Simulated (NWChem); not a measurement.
System: B₃H₄O₃ cation; SMILES B1OBOB[OH+]1

Q: Give the equilibrium geometry at PBE0/def2-SVP (NWChem) as a Z-matrix, with the point group.

A: point group C2v; any orientation.
```
O
H 1 0.9759
B 1 1.4760 2 118.82
O 3 1.3217 1 113.85 2 180.00
B 4 1.3859 3 126.71 1 0.00
O 5 1.3859 4 116.52 3 0.00
B 6 1.3217 5 126.71 4 0.00
H 5 1.1902 4 121.74 3 180.00
H 7 1.1917 6 129.74 5 180.00
H 3 1.1917 4 129.74 5 180.00
```
